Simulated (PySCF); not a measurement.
Molfile (atoms numbered from 1):
```
C2H4Cl2O2Si
     RDKit          3D

 11 10  0  0  0  0  0  0  0  0999 V2000
    1.8581    0.3902    0.9779 O   0  0  0  0  0  0  0  0  0  0  0  0
    1.9864   -0.0939   -0.1125 C   0  0  0  0  0  0  0  0  0  0  0  0
    1.0229   -0.7447   -0.7583 O   0  0  0  0  0  0  0  0  0  0  0  0
   -0.5227   -0.8626   -0.0419 Si  0  0  2  0  0  4  0  0  0  0  0  0
   -1.6510   -1.7902   -1.4772 Cl  0  0  0  0  0  0  0  0  0  0  0  0
   -1.2051    0.8443    0.3173 C   0  0  0  0  0  0  0  0  0  0  0  0
   -1.0238    1.8909   -1.1174 Cl  0  0  0  0  0  0  0  0  0  0  0  0
    2.9205   -0.0625   -0.7091 H   0  0  0  0  0  0  0  0  0  0  0  0
   -0.4609   -1.7251    1.1617 H   0  0  0  0  0  0  0  0  0  0  0  0
   -2.2701    0.7985    0.5890 H   0  0  0  0  0  0  0  0  0  0  0  0
   -0.6424    1.2954    1.1474 H   0  0  0  0  0  0  0  0  0  0  0  0
  1  2  2  0
  2  3  1  0
  3  4  1  0
  4  5  1  0
  4  6  1  0
  6  7  1  0
  2  8  1  0
  4  9  1  1
  6 10  1  0
  6 11  1  0
M  END
```

Geometry: PBE0-D3(BJ)/def2-SVP; GIAO shifts from PySCF 2.14.0 with density-fitted response routines, gas phase, non-relativistic, averaged over equivalent atoms.

At PBE0/6-31G (83 basis functions, 9.1 s wall time on 1 thread of an Arm Neoverse V1, shared host):
```json
{"atoms": "O1", "δ (ppm)": "441.0"}
{"atoms": "O3", "δ (ppm)": "190.2"}
{"atoms": "C2", "δ (ppm)": "155.1"}
{"atoms": "C6", "δ (ppm)": "29.9"}
{"atoms": "Si4", "δ (ppm)": "47.2"}
{"atoms": "Cl7", "δ (ppm)": "-32.0"}
{"atoms": "Cl5", "δ (ppm)": "-53.3"}
{"atoms": "H8", "δ (ppm)": "8.52"}
{"atoms": "H9", "δ (ppm)": "5.92"}
{"atoms": "H11", "δ (ppm)": "3.50"}
{"atoms": "H10", "δ (ppm)": "2.55"}
```

Scale: H2O for 17O (318.49 ppm); 13C (199.54 ppm) and 29Si (444.75 ppm) and 1H (32.61 ppm) against TMS; HCl for 35Cl (931.27 ppm) (reference shieldings calculated alike).

Problem. Estimate the result of repeating the calculation with OPBE/pcSseg-1.

Solution. 
```tsv
atoms	δ at OPBE/pcSseg-1	change
O1	449.4	+8.4
O3	231.0	+40.8
C2	155.7	+0.6
C6	33.5	+3.6
Si4	8.5	-38.7
Cl7	15.5	+47.5
Cl5	7.3	+60.6
H8	7.86	-0.66
H9	5.84	-0.08
H11	3.66	+0.16
H10	2.87	+0.32
```

Referencing at the same level of theory: H2O for 17O (σref 332.03); 13C (σref 185.13) and 29Si (σref 360.29) and 1H (σref 31.23) against TMS; 35Cl (σref 938.85) vs HCl.

The largest change is at Cl5 (chlorine bonded to Si). Cost: 160 basis functions, 24 s wall time on 1 thread of an Arm Neoverse V1, shared host.

Carbons that carry Cl, above all several Cl atoms, come out too deshielded, partly because spin–orbit coupling is missing. Unscaled 17O shifts of doubly bonded oxygen tend to come out too high, by tens of ppm or more. Experimental scales use liquid or dissolved standards, which lie at an offset from isolated H2O (liquid H2O: subtract about 36 ppm).
